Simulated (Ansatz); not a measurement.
Consider the formal exchange of groups at a C–F bond: `B/C=C(/N)F` + BH₃ → `B/C=C(/B)N` + H–F.

Program: Ansatz. Geometries: PBE0-D4/def2-TZVP. ΔE: electronic, gas phase. CBS: MP2 limit from def2 TZ/QZ plus the TZ coupled-cluster correction, frozen cores. This one scheme is used for every species. Double bonds are as drawn, so ΔE can hold a change between cis and trans. One conformer a species, not always the lowest.

`B/C=C(/N)F`:

Z-matrix (Å, degrees):
```
B
C 1 1.499
H 1 1.197 2 121.0
H 1 1.198 2 120.0 3 179.9
C 2 1.357 1 123.5 3 -0.1
H 2 1.087 1 122.2 3 179.9
F 5 1.325 2 121.7 1 -0.3
N 5 1.342 2 128.1 1 178.7
H 8 1.004 5 119.7 2 172.4
H 8 1.002 5 119.6 2 6.5
```

BH₃:

Z-matrix (Å, degrees):
```
B
H 1 1.193
H 1 1.193 2 120.0
H 1 1.193 2 120.0 3 180.0
```

`B/C=C(/B)N`:

```xyz
12

B     1.940    0.649   -0.126
C     0.867   -0.414   -0.136
C    -0.464   -0.200    0.174
B    -1.454   -1.229   -0.426
N    -0.918    0.902    0.796
H     3.078    0.388   -0.391
H     1.675    1.796    0.130
H     1.093   -1.424   -0.466
H    -2.504   -0.856   -0.867
H    -1.142   -2.376   -0.497
H    -1.897    1.122    0.779
H    -0.274    1.641    1.030
```

H–F:

Z-matrix (Å, degrees):
```
F
H 1 0.920
```

```csv
species,SCS-MP2/def2-TZVPP energy (Eh)
`B/C=C(/N)F`,-258.16915
BH₃,-26.52681
`B/C=C(/B)N`,-184.39042
H–F,-100.33020
```

Work out ΔE.

ΔE = (-184.39042) + (-100.33020) − (-258.16915) − (-26.52681) = -0.02466 Eh = -15.5 kcal/mol. CCSD(T)/CBS gives -17.9 kcal/mol.

Largest T1 diagnostic among the species: 0.014.

The D4 term adds −1.7 kcal/mol with B3LYP and −0.9 kcal/mol with PBE0; it sums over pairs of atoms, weighted by their polarisabilities, and B3LYP, whose exchange is more repulsive, gets the larger term. From PBE to PBE0 (25 % exact exchange), in def2-TZVPP and without D4, ΔE moves by +0.9 kcal/mol.

B3LYP here is the variant with VWN-RPA as its local correlation; programs differ in this.
